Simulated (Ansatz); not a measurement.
A geometry relaxed with PBE-D3(BJ)/def2-TZVP run with Ansatz (an electronic-structure program), charge 0, multiplicity 1:

```xyz
4

H     -1.5237    -0.4919     0.1196
C      0.6516     0.0961     0.0330
N      1.7196    -0.1519    -0.3725
S     -0.8474     0.5478     0.6720
```

Write the SMILES of this molecule.

`N#CS`
